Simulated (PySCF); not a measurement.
C4H10Si2, SMILES C#C[SiH2][SiH2]CC.

Geometry optimised at B3LYP-D3(BJ)/def2-SVP. The structure was generated by enumeration, and PubChem lists no compound with its InChIKey, so it may never have been made. The values are those of a single conformer.

All values below come from TDA-PBE/def2-SVPD run with PySCF.

Vertical excitations. The molecule is in vacuum.

Computed lowest excited states:
| state | energy (eV) | λ (nm) | f | main pairs |
|---|---|---|---|---|
| S1 | 5.51 | 225 | 0.005 | HOMO→LUMO+1 77 %, HOMO→LUMO 19 % |
| S2 | 5.77 | 215 | 0.069 | HOMO→LUMO 58 %, HOMO−1→LUMO+1 18 %, HOMO→LUMO+1 13 % |
| S3 | 5.94 | 209 | 0.001 | HOMO−1→LUMO 79 %, HOMO−1→LUMO+1 17 % |
| S4 | 6.13 | 202 | 0.013 | HOMO→LUMO+2 80 %, HOMO−2→LUMO 13 % |
| S5 | 6.22 | 199 | 0.001 | HOMO−2→LUMO+1 98 % |
| S6 | 6.23 | 199 | 0.010 | HOMO−2→LUMO 72 %, HOMO−1→LUMO+1 12 % |
| T1 | 4.74 | 261 | 0 | HOMO→LUMO 53 %, HOMO−1→LUMO+1 16 %, HOMO→LUMO+1 15 % |
| T2 | 5.05 | 245 | 0 | HOMO→LUMO+1 61 %, HOMO→LUMO 20 %, HOMO−1→LUMO 10 % |
Triplets are in the Tamm–Dancoff approximation.
